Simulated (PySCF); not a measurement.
Level of theory: PySCF with ωB97X-D3(BJ)/def2-TZVP // PBE0-D3(BJ)/def2-SVP. Gas-phase values, no solvent. One relaxed conformer stands for a flexible species; it need not be the lowest. Excitations are Tamm–Dancoff values on a coarser integration grid. The basis has no diffuse functions, so Rydberg states are missing or too high.

Reference species (SMILES): `Bc1c(C#C)ccc2ccsc12` (neutral, multiplicity 1).

```yaml
brightest of the four lowest singlets (TDA): 5.25 eV
HOMO–LUMO gap: 8.06 eV
```

Changed species: `C(#C)c1cccc2sc(cc21)B`.

Question: What does the change do to the brightest of the four lowest singlets (TDA) and HOMO–LUMO gap?

Answer: the brightest of the four lowest singlets (TDA) decreases by 0.68 eV, to 4.57 eV; the HOMO–LUMO gap decreases by 0.16 eV, to 7.90 eV.
